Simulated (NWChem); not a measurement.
System: C₄H₄Si; SMILES C#C[SiH2]C#C

All runs: NWChem. Geometry: optimised at B3LYP/6-31G* (spherical d). B3LYP is NWChem's, with the RPA form of VWN correlation. Total energies compare along this basis series because the functional is fixed.

```csv
level,basis functions,energy (Ha),highest occupied level (eV),orbital gap (eV),dipole (D)
B3LYP/pcseg-1,94,-444.1828,-7.95,7.34,0.55
B3LYP/aug-pcseg-1,155,-444.1880,-7.99,7.23,0.57
B3LYP/pcseg-2,210,-444.3010,-8.00,7.24,0.59
B3LYP/STO-3G,33,-438.9331,-5.74,9.65,0.31
B3LYP/def2-SVP,94,-444.0102,-7.85,7.38,0.62
```
